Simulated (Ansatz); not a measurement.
Geometry optimisation, Ansatz 0.2.0, RHF/def2-SVP.

Input file:

```yaml
crystal:
  periodic: [false, false, false]
  atoms:
    - { symbol: Al, position_ang: [0.0, 0.0, 0.0] }
    - { symbol: H, position_ang: [0.0, 0.0, 1.91] }
    - { symbol: F, position_ang: [1.4635, 0.0, -0.845] }
    - { symbol: O, position_ang: [-1.5415, 0.0, -0.89] }
    - { symbol: H, position_ang: [-2.0512, -0.8467, -0.6815] }
    - { symbol: Cl, position_ang: [0.1134, 2.3983, 0.7978] }
    - { symbol: H, position_ang: [0.0464, 0.9821, 1.9502] }
basis:
  gaussian: { orbitals: def2-SVP }
hamiltonian:
  xc: hf
relax:
  f_tol: 0.15
  max_steps: 25
  restrain:
    - { distance: [0, 5], at: 2.23, k: 30.0 }
    - { distance: [6, 1], at: 0.66, k: 30.0 }
    - { distance: [0, 1], at: 2.76, k: 30.0 }
    - { distance: [6, 5], at: 2.57, k: 30.0 }
```

Run as:

```bash
$ ansatz run input.yaml --threads 1 --pin off --max-ram 2048MiB --backend cpu --events-out ev --progress --plain --runs-dir out
```

Where does it end, and by what steps?

The run converged. The restraints hold the end off the free minimum. After 14 steps the energy has fallen by 2.998 eV (the restraints' own energy left out); Al1 moved furthest, 0.66 Å. Joined: H2–H7 (0.98 → 0.71 Å).

```
step  energy less start (eV)  largest force component (eV/Å)  accepted
   0                  0.0000                           4.201       yes
   1                 -1.0930                           4.994       yes
   2                 -2.0003                           4.156       yes
   3                 -2.6552                           3.260       yes
   4                 -2.8598                           2.353       yes
   5                 -2.9085                           1.961       yes
   6                 -2.9386                           1.507       yes
   7                 -2.9647                           1.613       yes
   8                 -2.9652                           1.610       yes
   9                 -2.7960                           3.549        no
  10                 -2.9868                           1.515       yes
  11                 -2.9843                           1.456        no
  12                 -2.9917                           1.516       yes
  13                 -2.9948                           1.507       yes
  14                 -2.9977                           1.526       yes
```

```xyz
7
Properties=species:S:1:pos:R:3
Al -0.067 0.552 -0.357
H 0.052 -0.025 2.336
F 1.311 -0.258 -0.726
O -1.576 -0.083 -0.632
H -1.918 -0.893 -0.966
Cl 0.128 2.577 0.426
H 0.101 0.664 2.160
```

The run took 23 s on 1 thread of Arm Neoverse V1 (shared host), peak memory 0.14 GiB.
